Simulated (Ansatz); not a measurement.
Geometry optimisation, RHF/def2-SVP (Ansatz 0.2.0).

Input file:

```yaml
crystal:
  periodic: [false, false, false]
  atoms:
    - { symbol: B, position_ang: [0.05133, 0.4949, -0.422179] }
    - { symbol: O, position_ang: [-0.044769, -0.154343, 2.098661] }
    - { symbol: H, position_ang: [-0.936092, -0.411349, 2.287854] }
    - { symbol: H, position_ang: [1.054706, -0.087888, -0.64788] }
    - { symbol: F, position_ang: [-1.123489, -0.009618, -0.647728] }
    - { symbol: Br, position_ang: [0.130285, 2.432791, 0.097797] }
    - { symbol: H, position_ang: [0.003728, 0.791207, 2.308274] }
basis:
  gaussian: { orbitals: def2-SVP }
hamiltonian:
  xc: hf
relax:
  f_tol: 0.03
  max_steps: 50
output:
  orbitals: {}
```

Run as:

```bash
$ ansatz run input.yaml --threads 1 --pin off --max-ram 2048MiB --backend cpu --events-out ev --progress --plain --runs-dir out
```

Where does it end, and by what steps?

It converged. After 18 steps the energy has fallen by 0.214 eV; O2 moved furthest, 0.46 Å. Joined: B1–O2 (2.60 → 1.71 Å).

```
step  energy less start (eV)  largest force component (eV/Å)  accepted
   0                  0.0000                           1.299       yes
   1                  0.0278                           2.406        no
   2                 -0.0560                           1.226       yes
   3                 -0.0699                           1.154       yes
   4                 -0.0947                           1.206       yes
   5                 -0.1069                           0.882       yes
   6                 -0.1228                           0.477       yes
   7                 -0.1332                           0.154       yes
   8                 -0.1421                           0.370       yes
   9                 -0.1543                           0.328       yes
  10                 -0.1714                           0.341       yes
  11                 -0.1905                           0.352       yes
  12                 -0.1115                           1.795        no
  13                 -0.1903                           0.377        no
  14                 -0.2035                           0.122       yes
  15                 -0.2088                           0.142       yes
  16                 -0.2128                           0.087       yes
  17                 -0.2136                           0.047       yes
  18                 -0.2137                           0.012       yes
```

```xyz
7
Properties=species:S:1:pos:R:3
B 0.020 0.411 0.010
O -0.052 -0.002 1.669
H -0.912 -0.355 1.874
H 1.019 -0.104 -0.387
F -1.163 -0.070 -0.406
Br 0.113 2.429 0.080
H 0.110 0.747 2.234
```

Whether the end is a true minimum wasn't checked by a vibrational analysis.

Run time: 34 s on 1 thread of Arm Neoverse V2, with other jobs on the host, peak memory 0.17 GiB.
